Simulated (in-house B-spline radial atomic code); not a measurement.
The rubidium ion Rb²⁺: [Ar] 3d9 4s2 4p5 5g1 (an excited or competing configuration)

Level of theory: Dirac-Hartree-Fock, average of configuration, Fermi nucleus of rms radius 4.2036 fm; calculated with a radial B-spline atomic code at the basis-set limit.

Screening seen three ways: the hydrogenic charge with the same mean radius, Z_r = [3n² - l(l+1)]/(2<r>), the one with the same energy, Z_e = n√(-2ε), and Slater's rules. Values are occupation-weighted means over j. An effective charge above Z reflects the relativistic contraction of the inner shells.

| shell | electrons | ε (eV) | <r> (bohr) | Z_r | Z_e | Slater |
| --- | --- | --- | --- | --- | --- | --- |
| 1s | 2 | -15349 | 0.04028 | 37.24 | 33.59 | 36.70 |
| 2s | 2 | -2162.3 | 0.177 | 33.90 | 25.21 | 32.85 |
| 2p | 6 | -1917.6 | 0.1549 | 32.27 | 23.74 | 32.85 |
| 3s | 2 | -388.78 | 0.5027 | 26.85 | 16.04 | 25.75 |
| 3p | 6 | -307.02 | 0.5103 | 24.49 | 14.25 | 25.75 |
| 3d | 9 | -174.23 | 0.5087 | 20.64 | 10.74 | 16.20 |
| 4s | 2 | -74.636 | 1.364 | 17.59 | 9.37 | 10.45 |
| 4p | 5 | -52.809 | 1.525 | 15.08 | 7.88 | 10.45 |
| 5g | 1 | -4.8998 | 9.158 | 3.00 | 3.00 | - |

The least bound orbital is 5g9/2 at -4.9 eV, while the most diffuse is 5g7/2 (<r> = 9.158 bohr against 9.158 bohr): energy order and size order differ. The part-filled 3d shell lies below the filled 4s shell in orbital energy.

Spin-orbit splittings of the orbital energies (j = l + 1/2 above j = l - 1/2 when positive): 2p 61.28 eV, 3p 9.826 eV, 3d 1.683 eV, 4p 1.236 eV, 5g 2.448e-06 eV.

For the 1s electron the small component carries 1.81 % of the norm, the zero-frequency Breit interaction raises the level by 25.81 eV, self-energy by 13.74 eV, and vacuum polarisation lowers it by 1.455 eV.
